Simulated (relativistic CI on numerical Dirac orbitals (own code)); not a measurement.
**Hyperfine structure of Pd⁶⁺, mass number 105**

Computed by Dirac-Coulomb-Breit CI, KLI orbitals optimised for each configuration, QED by a radiative potential, unscaled Slater integrals (own radial code, finite nucleus).

Configurations in the expansion (outside the closed core [Ar] 3d10): 4s²4p⁶4d⁴, 4s²4p⁶4d³5s, 4s²4p⁶4d³4f, 4s²4p⁵4d⁵, 4s²4p⁶4d³5p, 4s²4p⁶4d³5d, 4s4p⁶4d⁵, 4s²4p⁶4d³6s, 4s²4p⁶4d³6p, 4s²4p⁶4d²5s5p, 4s²4p⁶4d³5f, 4s²4p⁶4d³6d, 4s²4p⁶4d³6f, 4s²4p⁶4d²5s², 4s²4p⁶4d4f5s², 4s²4p⁶4d5s²5p, 4s²4p⁶4d5s²5d. Double excitations out of closed p, d and f shells are left out; levels of such configurations are missing from the list, as are those of other unlisted configurations, and high levels can miss mixing partners.

Nuclear spin I = 5/2, μ = -0.642 μN, Q = 0.66 b (tables of Stone and Pyykkö). The electronic factors are computed for point nuclear moments, without core polarisation or the Bohr-Weisskopf and QED corrections.

```
        Level  E (cm⁻¹)  A (MHz)  B (MHz)
4s²4p⁶4d⁴ ⁵D1     863.2   -42.01      329
4s²4p⁶4d⁴ ⁵D2    2235.0    -81.3      214
4s²4p⁶4d⁴ ⁵D3    3886.7   -123.4     -231
4s²4p⁶4d⁴ ⁵D4    5708.5   -163.5     -987
4s²4p⁶4d⁴ ³H4   24480.4   -290.3      489
4s²4p⁶4d⁴ ³H5   26577.9   -252.8      592
4s²4p⁶4d⁴ ³P1   27024.0   -138.4    -59.9
4s²4p⁶4d⁴ ³F3   27961.7   -286.4       51
```

Levels with J = 0, under 50 % of one LS term, or S terms without an open s electron are left out. Small factors come from cancelling terms and can be off by tens of per cent or more.

At this charge configurations can still be misplaced by up to about 7 % of their energy. Terms inside the open d or f shell come out 10 to 20 % too wide with unscaled integrals.

Task: Give the hyperfine levels of 4s²4p⁶4d⁴ ⁵D3 relative to its centre of gravity.

Result: With K = F(F + 1) − I(I + 1) − J(J + 1), E = AK/2 + B[¾K(K + 1) − I(I + 1)J(J + 1)]/[2I(2I − 1)J(2J − 1)]: F = 1/2: 1096, F = 3/2: 972.9, F = 5/2: 745.2, F = 7/2: 377.9, F = 9/2: -177.5, F = 11/2: -983.5 MHz.

LS names give the leading component of a level, which can be under half, so a name can repeat, a term be missing and a line seem to break the LS rules.
